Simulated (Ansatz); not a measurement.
Consider the formal exchange of groups at a B–C bond: `BC(F)OC=O` + `[CH3][Ga]([CH3])[F]` → `B[CH2][Ga]([CH3])[F]` + `O=COCF`.

Isolated molecules relaxed with PBE0-D4/def2-TZVP in Ansatz; ΔE leaves out vibrations. CCSD(T)/CBS is the MP2 limit (def2-TZVPP, def2-QZVPP) plus CCSD(T) − MP2 in def2-TZVPP, frozen cores. This one scheme is used for every species. Functionals use def2-TZVPP. B3LYP here is the variant with VWN-RPA as its local correlation; programs differ in this. For Ga outer-core shells are correlated without core-valence functions, which leaves a few kJ/mol of doubt a bond. Scalar relativity is left out up to krypton. One conformer a species, not always the lowest.

```csv
level,ΔE (kJ/mol),difference from CCSD(T)/CBS
PBE-D4,-52.3,0.3
PBE0-D4,-53.5,-0.9
B3LYP-D4,-49.4,3.2
B2PLYP,-50.7,1.9
PBE,-51.2,1.4
r2SCAN,-52.0,0.6
CCSD/def2-TZVPP,-52.4,0.2
CCSD(T)/def2-TZVPP,-54.4,-1.8
HF/def2-QZVPP,-45.4,7.2
MP2/CBS(def2),-56.3,-3.7
CCSD(T)/CBS,-52.6,0
```

Largest T1 diagnostic among the species: 0.015.

In def2-TZVPP, CCSD(T) changes the Hartree–Fock value by −9.0 kJ/mol (the triples alone add −2.0 kJ/mol) and MP2 by −12.8 kJ/mol.
